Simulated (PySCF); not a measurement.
## Mayer bond orders and bond lengths

C4H9ClOSi.
SMILES with atom numbers: `[CH3:1][O:2][Si@@H:3]([Cl:4])[CH:5]1[CH2:6][CH2:7]1` (hydrogens: H8, H9, H10 on C1; H11 on Si3; H12 on C5; H13, H14 on C6; H15, H16 on C7)

Geometry (GFN2-xTB, Å), atoms numbered from 1 in this order:
```
atom  x, y, z in Å
C1     3.041    0.313    0.519
O2     1.654    0.503    0.520
Si3    0.503   -0.422   -0.142
Cl4    0.755   -2.346    0.449
C5    -1.075    0.326    0.534
C6    -2.339   -0.489    0.551
C7    -2.210    0.651   -0.399
H8     3.292   -0.727    0.735
H9     3.467    0.957    1.288
H10    3.458    0.584   -0.452
H11    0.575   -0.450   -1.604
H12   -0.951    1.010    1.366
H13   -2.302   -1.492    0.155
H14   -3.003   -0.383    1.396
H15   -2.089    0.429   -1.449
H16   -2.783    1.546   -0.211
```

Bond orders from the PBE0/pcSseg-1 density (PySCF). Geometry: GFN2-xTB, one conformer, isolated molecule.

(1) Where do the orders between heavy atoms depart from those drawn in the SMILES?

(2) Give the Mayer order of every bond between heavy atoms, beside its length.

Results:

(1) The largest departure is 0.125, at Si3–C5 (drawn single, 0.875). Drawn single, order below 0.88: Si3–C5 (0.875).

(2) 
| bond | drawn as | length (Å) | Mayer order |
| --- | --- | --- | --- |
| C1–O2 | single | 1.399 | 0.885 |
| O2–Si3 | single | 1.619 | 1.039 |
| Si3–Cl4 | single | 2.029 | 0.958 |
| Si3–C5 | single | 1.872 | 0.875 |
| C5–C6 | single | 1.504 | 0.948 |
| C6–C7 | single | 1.489 | 0.976 |
| C7–C5 | single | 1.505 | 0.950 |

Bonds between the same two heavy elements. C–C: lowest C5–C6 and C7–C5 (0.948, 1.504 Å), highest C6–C7 (0.976, 1.489 Å). Bonds named together lie within 0.004.

And the bonds to hydrogen?

C–H: 0.95 to 0.97 (8 bonds); H–Si: 0.91 (1 bond).

Sum the orders of all bonds at each heavy atom with more than one neighbour and set the sums beside the valence in the SMILES.

C1 3.786 (drawn 4), O2 1.924 (drawn 2), Si3 3.785 (drawn 4), C5 3.722 (drawn 4), C6 3.838 (drawn 4), C7 3.841 (drawn 4). Orders between atoms that aren't bonded are not in these sums.

Mayer orders depend on the basis set.

The run behind these numbers computed NMR shieldings as well. Time: 39 s wall. Hardware: Arm Neoverse N1, one thread, no GPU (shared host).
